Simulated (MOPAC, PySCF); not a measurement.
C5H6BNO, SMILES `Bc1nccc(c1)O` (H–B–C–N torsion -180°, C–C–O–H torsion 0°), neutral singlet in the gas phase. 

Z-matrix (Å, degrees):
```
C
H 1 1.0942
C 1 1.4011 2 120.38
O 3 1.3492 1 123.53 2 0.01
H 4 0.9671 3 109.68 1 0.01
C 3 1.3984 4 118.77 5 -179.99
H 6 1.0915 3 119.96 4 0.00
C 6 1.3998 7 121.57 3 -180.00
N 8 1.3291 6 124.34 7 179.99
C 9 1.3582 8 117.99 6 0.01
H 8 1.0968 9 116.61 10 -179.99
B 10 1.5534 9 118.08 8 -180.00
H 12 1.2023 10 120.31 9 0.07
H 12 1.2085 13 120.30 10 -180.00
```
Charge 0, spin multiplicity 1.

All levels are single points at this geometry (B3LYP-D3(BJ)/def2-SVP); Pople sets use spherical d functions. Orbital energies aren't observables, and empty levels follow the basis.

HF/3-21G in PySCF gives gap (eV) = 11.11.

Problem. Estimate the gap (eV) from each of these levels: PBE-D3(BJ)/def2-TZVP in PySCF; TPSSh-D3(BJ)/def2-TZVP in PySCF; B3LYP/6-311+G** in PySCF; B3LYP/6-31G* in PySCF; BP86/6-31G* in PySCF; M06-2X/6-31G* in PySCF; SVWN5/6-31G* in PySCF; HF/STO-3G in PySCF; AM1 in MOPAC; PM3 in MOPAC; PM6 in MOPAC; PM7 in MOPAC.

Solution. 
```
level                            gap (eV)
-------------------------------  --------
PBE-D3(BJ)/def2-TZVP in PySCF        2.65
TPSSh-D3(BJ)/def2-TZVP in PySCF      3.89
B3LYP/6-311+G** in PySCF             4.66
B3LYP/6-31G* in PySCF                4.68
BP86/6-31G* in PySCF                 2.67
M06-2X/6-31G* in PySCF               7.33
SVWN5/6-31G* in PySCF                2.47
HF/STO-3G in PySCF                  12.27
AM1 in MOPAC                         9.53
PM3 in MOPAC                         8.94
PM6 in MOPAC                         8.81
PM7 in MOPAC                         8.78
```
